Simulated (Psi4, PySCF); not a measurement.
C3H9Al, charge -1, doublet, geometry from GFN2-xTB (such geometries of metal compounds can be far from the true shape) (a state made from the parent by changing its charge; the spin is typed, not shown lowest) (in this run its highest filled SCF level lies above zero, so its values depend strongly on the basis, on diffuse functions most of all), atoms displaced at random by about 0.08 Å a coordinate. Base run: TPSS/6-31G, gradient (PySCF).

The PySCF input:
```python
from pyscf import gto, scf, dft

mol = gto.Mole()
mol.atom = '''
    Al   -0.51979730    0.12461980    0.42980626
    C    -1.27877277   -1.50315544   -0.20593192
    H    -0.70106466   -1.90564564   -1.20965920
    H    -2.27172606   -1.17261641   -0.73018437
    H    -1.25848074   -2.21199336    0.45720356
    C     0.06528720    1.50602235   -1.25161095
    H     0.44316822    1.03935022   -1.90899319
    H     0.55625355    2.49967626   -0.85516951
    H    -1.03303585    1.84929985   -1.55010915
    C     1.46925538   -0.45820929    1.01330563
    H     2.29211737    0.64943886    1.34378301
    H     2.21330933   -0.88659444    0.05519654
    H     1.53219218   -1.04909625    1.94608240
'''
mol.basis = '6-31g'
mol.charge = -1
mol.spin = 1
mol.verbose = 4
mol.build()

mf = dft.UKS(mol)
mf.xc = 'tpss'
mf.kernel()
g = mf.nuc_grad_method()
grad = g.kernel()
```

Programs used: Psi4, PySCF; a row that names a program was run with it.

The coordinate followed is x of atom 1.

The base run was repeated with changes; each row names its change, and settings that it needs were set with it.

| change | dE/dx (Eh/bohr) | net force (Eh/bohr) |
|---|---|---|
| base | -0.061016 | 0.000032 |
| grids.level = 1; grid_response = off | -0.061187 | 0.000629 |
| grids.level = 0; grid_response = off | -0.057415 | 0.013948 |
| conv_tol = 1e-4 | -0.060973 | 0.000032 |
| grids.level = 5; grid_response = on | -0.061014 | 0.000000 |
| density fitting = on | -0.061009 | 0.000032 |
| finite difference step (bohr) = 0.2; conv_tol = 1e-11 | -0.059947 | - |
| grid_response = on | -0.061036 | 0.000000 |
| finite difference step (bohr) = 1e-4; conv_tol = 1e-11 | -0.061036 | - |
| code = psi4 | -0.061044 | 0.000121 |
| conv_tol = 1e-6 | -0.061015 | 0.000032 |
| grids.level = 0; grid_response = on | -0.064056 | 0.000000 |

The net force is zero for an exact gradient.

Open shells are given as the SCF converged; they aren't shown to be the lowest states, and a large step between rows can be another state.
